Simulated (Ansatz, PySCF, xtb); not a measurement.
Complex: SiH4 (SMILES [SiH4]) (first 5 atoms) with H2Se (SMILES [SeH2]); geometry from B3LYP-D3(BJ)/def2-TZVP, rigid monomers moved along the line of their centres of mass till Si1···Se6 is 3.50 Å.
(charge 0, multiplicity 1):
| atom | x (Å) | y (Å) | z (Å) |
|---|---|---|---|
| Si | 0.1951 | -0.0097 | 0.0356 |
| H | -0.6141 | -1.1760 | 0.4501 |
| H | -0.4440 | 1.2378 | 0.5102 |
| H | 0.2729 | 0.0252 | -1.4451 |
| H | 1.5616 | -0.1160 | 0.5903 |
| Se | -0.0733 | 0.0212 | 3.5254 |
| H | 0.3461 | 1.4231 | 3.3831 |
| H | -1.4674 | 0.3730 | 3.2189 |

Counterpoise-corrected where a basis set is named; no monomer relaxation. Rows marked so take none.

Rows in LANL2DZ carry no dispersion term and start afresh at each structure. LANL2DZ brings its own core potentials from Na on.

The values were computed with Ansatz (a quantum-chemistry and plane-wave program); PySCF for LANL2DZ rows; xtb for the GFN methods. 

### Question
What interaction energy does GFN1-xTB give?

### Answer
-7.6 kcal/mol

### Question
Predict the interaction energy from PBE/def2-TZVPPD.

### Answer
0.5 kcal/mol

### Question
Predict the interaction energy from B3LYP/LANL2DZ (no counterpoise).

### Answer
2.4 kcal/mol
